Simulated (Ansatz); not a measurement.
Isolated molecules relaxed with PBE0-D4/def2-TZVP in Ansatz; ΔE leaves out vibrations. CCSD(T)/CBS is the MP2 limit (def2-TZVPP, def2-QZVPP) plus CCSD(T) − MP2 in def2-TZVPP, frozen cores. This one scheme is used for every species. DFT in def2-TZVPP. No spin–orbit coupling; open shells (•) take unrestricted orbitals. Elements past krypton have def2 core potentials. For In outer-core shells are correlated without core-valence functions, which leaves a few kJ/mol of doubt a bond. One conformer a species, not always the lowest.

Reaction (homolysis of the In–Si bond): `O[SiH2][InH][F]` → `[F][InH]`• + `O[SiH2]`•

`O[SiH2][InH][F]`:

Cartesian coordinates in Å:
```
O 1.087 -1.160 0.676
Si 0.398 -0.778 -0.762
In -0.978 1.250 -0.017
F -0.263 0.987 1.849
H 0.815 -0.561 1.392
H -0.441 -1.887 -1.290
H 1.414 -0.442 -1.795
H -2.033 2.592 -0.052
```

`[F][InH]`•:

Cartesian coordinates in Å:
```
F -1.371 -0.737 -0.530
In -0.121 0.258 0.623
H 1.492 0.479 -0.092
```

`O[SiH2]`•:

```xyz
5

O     0.257   -0.804   -0.742
Si   -0.429    0.142    0.426
H     1.025   -1.322   -0.494
H     0.593    1.014    1.086
H    -1.446    0.970   -0.276
```

```
    level  ΔE (kcal/mol)
revPBE-D4           58.4
  BLYP-D4           58.0
  PBE0-D4           62.6
  ωB97M-V           66.2
```

Q: What does CCSD(T)/CBS give? (Estimate.)

A: Ansatz gave: +67.0 kcal/mol. The listed levels differ from it by -8.6, -9.0, -4.4, -0.8 kcal/mol.

Largest T1 diagnostic among the species: 0.021.

The D4 term adds +2.7 kcal/mol with B3LYP and +1.5 kcal/mol with PBE0; it sums over pairs of atoms, weighted by their polarisabilities, and B3LYP, whose exchange is more repulsive, gets the larger term. Leaving LDA and LC-ωPBE aside and taking each functional with its dispersion term where it has one, the values, not all of them listed here, spread over 8.4 kcal/mol, from BLYP-D4 to ωB97X-V. LDA lies +13.0 kcal/mol from PBE without D4, its usual overbinding. From BLYP to BHLYP (50 % exact exchange), in def2-TZVPP and without D4, ΔE moves by +4.0 kcal/mol.

CCSD(T)/CBS has its own doubt, a few kJ/mol and more with outer-core shells, so smaller differences from it don't rank the levels.

B3LYP here is the variant with VWN-RPA as its local correlation; programs differ in this.
